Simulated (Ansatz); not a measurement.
Basis sets compared for Cd₄S₅. Charge 0, multiplicity 1. Geometry PBE-D4/def2-SVP. Ansatz on 4 threads of Intel Xeon on a shared host; times are rough, and most runs start from earlier orbitals.

```xyz
9

Cd   -2.6524   -0.3870    1.0911
Cd   -0.1961   -2.2714    0.1086
Cd    1.4178   -0.6265    1.7059
Cd   -2.1052   -1.4720   -2.3660
S    -0.0179    1.3891    2.3085
S    -0.5847    1.3607   -1.0956
S     0.4101    2.2392    0.4199
S     1.1014   -0.3842   -1.6775
S     2.6270    0.1522   -0.4949
```

In the def2 sets Cd takes a core potential; there is no spin–orbit coupling. The restricted singlet is unstable towards broken spin symmetry in Hartree–Fock (as tested in another run); at PBE-D4/def2-TZVP, PBE0-D4/def2-SVP, PBE0-D4/def2-TZVP this wasn't settled. Another isomer (singlet) lies 3.19 eV lower at PBE0-D4/def2-TZVP; other spin states weren't run for this one.

Binding counts from free atoms (Cd singlet, S triplet) in the same basis, without a counterpoise term.

```
           level  functions  energy (Eh)  HOMO (eV)  LUMO (eV)  binding per atom (eV)  wall time
 PBE-D4/def2-SVP        214   -2660.6001      -4.99      -3.72                   1.85        7 s
PBE0-D4/def2-SVP        214   -2660.6819      -5.65      -3.22                   1.68       17 s
```

Task: Estimate the rows for PBE-D4/def2-TZVP (with forces), PBE0-D4/def2-TZVP.

Result: 
```tsv
level	functions	energy (Eh)	HOMO (eV)	LUMO (eV)	binding per atom (eV)	wall time
PBE-D4/def2-TZVP (with forces)	345	-2661.4696	-5.02	-3.75	1.88	18 s
PBE0-D4/def2-TZVP	345	-2661.5399	-5.66	-3.23	1.73	47 s
```
